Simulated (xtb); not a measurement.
xtb input (GFN2-xTB):

```bash
xtb mol.xyz --gfn 2 --ohess tight --chrg 1 --uhf 0
```
mol.xyz:
```
15

C     -1.31820278    -0.87226211     0.48791612
C     -1.58914932     0.62260525     0.33051645
C     -0.18874187     1.21441942     0.04788007
C      0.64644612     0.20746903    -0.20168962
C      0.07031736    -1.17520461    -0.14100270
C      2.04069626     0.43304608    -0.53685171
N      3.16097783     0.65028663    -0.77813201
H     -2.05565782    -1.47888165     0.11476463
H     -1.25367078    -1.13152795     1.60470569
H     -2.05841315     1.01343604     1.25685580
H     -2.24299223     0.79463183    -0.54603186
H     -0.01914200     2.21864972     0.11107406
H      0.64315759    -1.87341259     0.42922762
H     -0.11880711    -1.49816406    -1.20557820
H      4.11677217     0.77981886    -0.94723502
```

End of the output:

```
   ------------------------------------------------------------------------
    298.15    0.846287E-02    0.130376E+00    0.400938E-01    0.902826E-01
   ------------------------------------------------------------------------

         :::::::::::::::::::::::::::::::::::::::::::::::::::::
         ::                  THERMODYNAMIC                  ::
         :::::::::::::::::::::::::::::::::::::::::::::::::::::
         :: total free energy         -19.268327523957 Eh   ::
         ::.................................................::
         :: total energy              -19.358610118062 Eh   ::
         :: zero point energy           0.121913519617 Eh   ::
         :: G(RRHO) w/o ZPVE           -0.031630925512 Eh   ::
         :: G(RRHO) contrib.            0.090282594105 Eh   ::
         :::::::::::::::::::::::::::::::::::::::::::::::::::::

optimized geometry written to: xtbopt.xyz

           -------------------------------------------------
          | TOTAL ENERGY              -19.358610118062 Eh   |
          | TOTAL ENTHALPY            -19.228233732349 Eh   |
          | TOTAL FREE ENERGY         -19.268327523957 Eh   |
          | GRADIENT NORM               0.000457047198 Eh/α |
          | HOMO-LUMO GAP               2.329658031228 eV   |
           -------------------------------------------------

------------------------------------------------------------------------
------------------------------------------------------------------------
 total:
 SCF:
 ANC optimizer:
 analytical hessian:
```

It need not be the lowest isomer of its formula.
